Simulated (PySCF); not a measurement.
Problem. Give a PBE0-D3(BJ)/def2-SVP geometry of `O=C=C([SiH3])CBr`.

Solution. 
```xyz
11
C3H5BrOSi angstrom
O     -0.7555    2.8104    2.2584
C     -0.5690    1.9885    1.4633
C     -0.4035    1.0641    0.5338
Si    -1.9421    0.1536   -0.0309
C      0.9526    0.6864    0.0440
Br     1.6208   -0.9999    0.8228
H     -3.1361    0.8986    0.4639
H     -1.9673   -1.2436    0.4917
H     -1.9383    0.1130   -1.5249
H      1.7178    1.4361    0.2764
H      0.9503    0.5020   -1.0374
```

Any rigid rotation of these coordinates is as good. Atoms count from 1 in this order. Si4 (SiH3 silicon) is tetrahedral (angles from 108.2° to 111.3°). The C–C distances run from 1.321 Å (C2=C3, drawn double) to 1.491 Å (C3–C5, drawn single), a spread of 0.170 Å.

Bonds between heavy atoms (Å): O1=C2 1.159, C2=C3 1.321, C3–Si4 1.875, C3–C5 1.491, C5–Br6 1.974.

The calculation used PBE0-D3(BJ)/def2-SVP geometry optimisation, gas phase (PySCF 2.14.0).

Point group: C1 (no symmetry element, even within 0.4 Å). Not checked by PBE0-D3(BJ)/def2-SVP frequencies. One conformer, not necessarily the lowest (C2–C3–C5–Br6 102°).
